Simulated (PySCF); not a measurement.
## An isoelectronic set: 68 electrons

PBE in PySCF with def2-TZVPP on every atom (core potentials on Sb, Te, I), for the lowest determinant that a PBE0 search found; no spin–orbit coupling. All have 68 electrons, 12 of them in the valence shells, and the same state, a triplet (π ↑↑). For ions De leads to the atom and ion picked by measured ionisation energies and electron affinities.

```tsv
species	difference of nuclear charges	Re (Å)	ωe (cm⁻¹)	k (mdyn/Å)	De (eV)	dissociates to	Mayer bond order
Se2	0	2.195	375	3.32	4.11	Se + Se	2.07
SbCl	34	2.361	359	2.06	3.41	Sb + Cl	1.12
TeS	36	2.251	461	3.22	4.08	Te + S	2.06
PI	38	2.388	368	1.99	2.80	P + I	1.49
```

Spin–orbit coupling is left out, which matters for elements this heavy, above all for dissociation energies. States were picked by a PBE0 search and need not be the measured ground states.
